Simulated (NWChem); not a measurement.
System: HTeI; SMILES [TeH]I

Results from NWChem. Geometry: optimised at PBE-D3(BJ)/def2-SVP. def2 effective core potentials on Te, I; no spin-orbit coupling. Ions are spin-unrestricted doublets at the neutral geometry; other ion states weren't tried.

```csv
level,"vertical ionisation energy, ΔSCF (eV)",−ε(HOMO) (eV),ΔSCF minus −ε(HOMO) (eV)
B3LYP/def2-SVPD,8.53,6.27,2.26
PBE/def2-SVPD,8.34,5.45,2.89
"LDA (Slater exchange, VWN5)/def2-SVPD",[?],[?],[?]
M06-2X/def2-SVPD,8.62,7.60,1.02
Hartree-Fock/def2-SVPD,7.96,8.81,-0.85
```

**Question.** Fill in the missing entries.

**Answer.** 
- LDA (Slater exchange, VWN5)/def2-SVPD, vertical ionisation energy, ΔSCF (eV): 8.55
- LDA (Slater exchange, VWN5)/def2-SVPD, −ε(HOMO) (eV): 5.58
- LDA (Slater exchange, VWN5)/def2-SVPD, ΔSCF minus −ε(HOMO) (eV): 2.97
